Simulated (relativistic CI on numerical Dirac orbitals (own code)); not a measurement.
# Level scheme of Cs XXII

Computed by Dirac-Coulomb-Breit CI, KLI orbitals optimised for each configuration, a model potential for QED, unscaled Slater integrals (own radial code, finite nucleus).

Configurations in the expansion (outside the closed core [Ar] 3d10): 4s²4p⁴, 4s4p⁵, 4s²4p³4d, 4p⁶, 4s4p⁴4d, 4s²4p³4f, 4s4p⁴4f, 4p⁵4d, 4s4p³4d², 4s²4p²4d4f, 4p⁵4f, 4s²4p³5s, 4s²4p³5p, 4p⁵5s, 4s4p³4d5s, 4p⁴4d4f, 4s4p⁴5s, 4s²4p³5d, 4s²4p²4f5s, 4s4p³4f², 4s4p⁴5p, 4s²4p³5f, 4s²4p³5g, 4s4p⁴5d, 4s²4p³6s, 4s²4p³6p, 4s4p⁴5f, 4s²4p²4d², 4s²4p4d³, 4s4p²4d³, 4s²4p4d²4f, 4s4p²4d²4f, 4s²4p4d²5s, 4p⁴4d², 4p³4d³, 4p³4d²4f, 4p³4d²5s, 4s²4p²4d5s, 4s4p²4d²5s, 4s²4p4d4f5s, 4s4p²4d4f5s, 4s²4p4d5s², 4p⁴4d5s, 4p³4d4f5s, 4p³4d5s², 4s²4p²5s², 4s4p²4d5s², 4s²4p4f5s², 4s4p²4f5s². Double excitations out of closed p, d and f shells are left out; levels of such configurations are missing from the list, as are those of other unlisted configurations, and high levels can miss mixing partners. These lack a partner that the ground configuration has and come out too high: 4s²4p³5p, 4s²4p³5d, 4s4p⁴5p, 4s²4p³5f, 4s²4p³5g.

The lowest level is 4s²4p⁴ ³P2, with 75 % of that term; Hund's rules for 4s²4p⁴ give ³P with J = 2, in agreement.

| No. | Configuration | Term | J | E (cm⁻¹) | % | Next component (%) | Lifetime (s) |
| --- | --- | --- | --- | --- | --- | --- | --- |
| 1 | 4s²4p⁴ | ³P | 2 | 0 | 75 | 23 ¹D |  |
| 2 | 4s²4p⁴ | ¹S | 0 | 43093 | 50 | 48 ³P | 4.08e-01 |
| 3 | 4s²4p⁴ | ³P | 1 | 133557 | 98 | 1 4s4p⁴4d ³P | 2.12e-05 |
| 4 | 4s²4p⁴ | ¹D | 2 | 158372 | 74 | 23 ³P | 3.37e-05 |
| 5 | 4s²4p⁴ | ³P | 0 | 313520 | 50 | 47 ¹S | 6.19e-06 |
| 6 | 4s4p⁵ | ³P° | 2 | 557755 | 85 | 13 4s²4p³4d ³P° | 5.67e-11 |
| 7 | 4s4p⁵ | ³P° | 1 | 603517 | 55 | 22 ¹P° | 3.21e-11 |
| 8 | 4s4p⁵ | ³P° | 0 | 687887 | 53 | 21 4s²4p³4d ⁵D° | 9.35e-11 |
| 9 | 4p³(2D°)4d | ³F° | 2 | 695029 | 31 | 28 ³D° | 4.00e-10 |
| 10 | 4p³(4S°)4d | ⁵D° | 3 | 703339 | 37 | 25 ³F° | 8.61e-10 |
| 11 | 4p³(2D°)4d | ³P° | 0 | 709978 | 32 | 31 ⁵D° | 8.11e-11 |
| 12 | 4p³(4S°)4d | ⁵D° | 1 | 715956 | 52 | 19 ³P° | 4.66e-11 |
| 13 | 4p³(4S°)4d | ⁵D° | 4 | 726468 | 50 | 34 ³F° | 1.02e-03 |
| 14 | 4s4p⁵ | ¹P° | 1 | 743974 | 44 | 20 4s²4p³4d ¹P° | 2.36e-11 |
| 15 | 4p³(4S°)4d | ⁵D° | 2 | 747797 | 39 | 30 ³D° | 3.29e-11 |
| 16 | 4p³(2D°)4d | ³G° | 3 | 782331 | 33 | 21 ⁵D° | 2.60e-11 |
| 17 | 4p³(4S°)4d | ³D° | 1 | 804007 | 70 | 19 ³P° | 5.14e-11 |
| 18 | 4p³(2D°)4d | ³F° | 2 | 812513 | 47 | 34 ³D° | 2.48e-10 |
| 19 | 4p³(2D°)4d | ¹S° | 0 | 815882 | 56 | 32 ⁵D° | 4.03e-10 |
| 20 | 4p³(2D°)4d | ³F° | 3 | 825495 | 63 | 15 ⁵D° | 2.36e-10 |
| 21 | 4p³(2D°)4d | ³D° | 1 | 831142 | 75 | 10 ⁵D° | 2.07e-11 |
| 22 | 4p³(2D°)4d | ³D° | 3 | 838549 | 66 | 13 ⁵D° | 3.14e-10 |
| 23 | 4p³(2D°)4d | ³G° | 4 | 844797 | 61 | 28 ⁵D° | 4.24e-05 |
| 24 | 4p³(2D°)4d | ³F° | 4 | 853945 | 56 | 32 ¹G° | 6.78e-05 |
| 25 | 4p³(2D°)4d | ¹G° | 4 | 871783 | 44 | 41 ³F° | 1.48e-04 |
| 26 | 4p³(2P°)4d | ³F° | 2 | 879012 | 47 | 31 ¹D° | 5.27e-11 |
| 27 | 4p³(2D°)4d | ³G° | 5 | 879966 | 98 | 1 4s4p³4d² ³G° | 1.30e-04 |
| 28 | 4p³(2P°)4d | ³P° | 1 | 900480 | 26 | 21 ³D° | 6.90e-12 |
| 29 | 4p³(2D°)4d | ³P° | 0 | 910378 | 54 | 30 ¹S° | 2.06e-11 |
| 30 | 4p³(2P°)4d | ³D° | 2 | 919878 | 53 | 26 ³P° | 6.37e-11 |
| 31 | 4p³(2P°)4d | ³P° | 2 | 930211 | 39 | 30 ³F° | 3.66e-12 |
| 32 | 4p³(2P°)4d | ³F° | 3 | 936291 | 47 | 29 ³D° | 6.40e-11 |
| 33 | 4p³(2D°)4d | ³D° | 3 | 944147 | 57 | 21 ³G° | 3.81e-12 |
| 34 | 4p³(2D°)4d | ³P° | 1 | 951250 | 51 | 21 ¹P° | 2.28e-12 |
| 35 | 4p³(2D°)4d | ³P° | 2 | 952558 | 36 | 32 ³D° | 3.39e-12 |
| 36 | 4p³(2D°)4d | ¹F° | 3 | 970949 | 38 | 31 ³D° | 2.48e-12 |
| 37 | 4p³(2D°)4d | ³S° | 1 | 972307 | 59 | 20 ¹P° | 2.61e-12 |
| 38 | 4p³(2P°)4d | ¹P° | 1 | 1006047 | 44 | 35 ³D° | 1.99e-12 |
| 39 | 4p³(2D°)4d | ¹D° | 2 | 1011483 | 44 | 36 ³D° | 2.16e-12 |
| 40 | 4p³(2P°)4d | ³F° | 4 | 1024590 | 56 | 15 ³G° | 9.74e-06 |
| 41 | 4p³(2D°)4d | ³P° | 2 | 1036279 | 45 | 23 ¹D° | 3.25e-11 |
| 42 | 4p³(2D°)4d | ³P° | 0 | 1060587 | 79 | 11 4s4p⁵ ³P° | 1.85e-12 |
| 43 | 4p³(2P°)4d | ³D° | 3 | 1066841 | 45 | 36 ¹F° | 1.69e-10 |
| 44 | 4p³(2P°)4d | ³P° | 1 | 1068998 | 34 | 28 ³D° | 2.01e-12 |
| 45 | 4p³(2P°)4d | ³D° | 2 | 1098975 | 46 | 39 ¹D° | 2.05e-12 |

Energies count from the lowest computed level; ° marks odd parity; lifetimes are radiative, by E1, M1, E2, M2, E3 decay to levels of this space only. Percentages are summed over parent terms; the parents shown are those of the largest component, closed shells are left out there.

The mean weight of the leading LS term, summed over parents, in these 45 levels is 53 %, and that of the leading jj configuration (from the same eigenvectors) 71 %, so jj coupling describes them better and the LS labels are nominal.

At this charge energies of transitions that change n are usually good to better than 1 %, and those within a shell (Δn = 0) to a few per cent.

LS names give the leading component of a level, which can be under half, so a name can repeat, a term be missing and a line seem to break the LS rules.
